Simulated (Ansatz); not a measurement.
Calculated with Ansatz (gas phase, PBE0-D4/def2-TZVP geometries, no zero-point term in ΔE). CBS: MP2 limit from def2 TZ/QZ plus the TZ coupled-cluster correction, frozen cores. This one scheme is used for every species. Functionals use def2-TZVPP. B3LYP here is the variant with VWN-RPA as its local correlation; programs differ in this. One conformer a species, not always the lowest.

`N[Si@@H](Cl)[C@H](O)F` + `N[SiH](O)O` → `N[Si@H](Cl)O[Si@@H](N)O` + `OCF`  (ligand exchange at the Si–C bond)

`N[Si@@H](Cl)[C@H](O)F`:

Z-matrix (Å, degrees):
```
Si
Cl 1 2.071
C 1 1.909 2 104.7
N 1 1.690 2 115.7 3 117.4
H 1 1.477 2 105.9 3 -120.0
O 3 1.374 1 109.4 2 -158.7
F 3 1.404 1 107.1 2 82.2
H 3 1.097 1 112.9 2 -32.7
H 4 1.007 1 120.0 2 -75.9
H 4 1.006 1 122.3 2 76.7
H 6 0.963 3 109.6 1 171.0
```

`N[SiH](O)O`:

Cartesian coordinates in Å:
```
N -0.823 0.451 -0.837
Si 0.303 -0.481 0.059
O -0.376 -0.784 1.520
O 1.712 0.355 0.079
H -0.548 0.852 -1.720
H -1.793 0.175 -0.859
H 0.674 -1.813 -0.455
H -0.808 -0.051 1.961
H 1.659 1.296 0.254
```

`N[Si@H](Cl)O[Si@@H](N)O`:

Z-matrix (Å, degrees):
```
Si
O 1 1.633
O 1 1.641 2 111.2
N 1 1.702 2 110.8 3 117.4
H 1 1.478 2 103.4 3 -116.6
H 2 0.959 1 116.2 3 -71.0
Si 3 1.615 1 144.8 2 180.0
H 4 1.006 1 121.8 2 60.7
H 4 1.007 1 120.3 2 -148.4
N 7 1.695 3 110.2 1 60.5
Cl 7 2.065 3 111.3 1 -56.1
H 7 1.475 3 106.8 1 -171.2
H 10 1.006 7 121.6 3 48.6
H 10 1.005 7 121.8 3 -155.0
```

`OCF`:

Cartesian coordinates in Å:
```
O -0.237 1.055 -0.048
C -0.120 -0.299 0.125
F 1.109 -0.627 0.664
H 0.339 1.334 -0.765
H -0.203 -0.859 -0.814
H -0.888 -0.604 0.838
```

CCSD(T)/CBS gives -1.61 eV.

Question: Another level gave -1.62 eV. Which?
A. CCSD(T)/def2-TZVPP
B. PBE-D4/def2-TZVPP
C. B3LYP/def2-TZVPP
D. HF/def2-TZVPP

Answer: A. CCSD(T)/def2-TZVPP -1.62, B3LYP -1.56, HF/def2-TZVPP -1.84, PBE-D4 -1.42 eV.

Largest T1 diagnostic among the species: 0.011.

From PBE to PBE0 (25 % exact exchange), in def2-TZVPP and without D4, ΔE moves by −0.12 eV. The D4 term adds −0.05 eV with B3LYP and −0.03 eV with PBE0; it sums over pairs of atoms, weighted by their polarisabilities, and B3LYP, whose exchange is more repulsive, gets the larger term. In def2-TZVPP, CCSD(T) changes the Hartree–Fock value by +0.22 eV (the triples alone add +0.03 eV) and MP2 by +0.19 eV.
